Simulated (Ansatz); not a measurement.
Cartesian coordinates (Å):
```xyz
7

C     -1.0708    -0.2290     0.1147
C      0.1591     0.4232    -0.1045
C      1.3819    -0.1327    -0.0517
O      2.4562    -0.6030    -0.0094
H     -1.1200    -1.2876     0.3558
H     -1.9937     0.3384     0.0415
H      0.1874     1.4907    -0.3463
```
Charge 0, spin multiplicity 2.

Computed with Ansatz (a program for electronic structure) with frozen-core CCSD(T)/cc-pVTZ // PBE-D3(BJ)/def2-TZVP.

| Quantity | Result |
|---|---|
| HF energy | -190.21221 Ha |
| MP2 correlation energy | -0.67179 Ha |

**Question.** Estimate the CCSD correlation energy, the (T) correction, the total energy and the T1 diagnostic.

**Answer.** 
```json
{
  "CCSD correlation energy": "-0.69602 Ha",
  "(T) correction": "-0.03345 Ha",
  "CCSD(T) total energy": "-190.94168 Ha",
  "T1 diagnostic": "0.025"
}
```
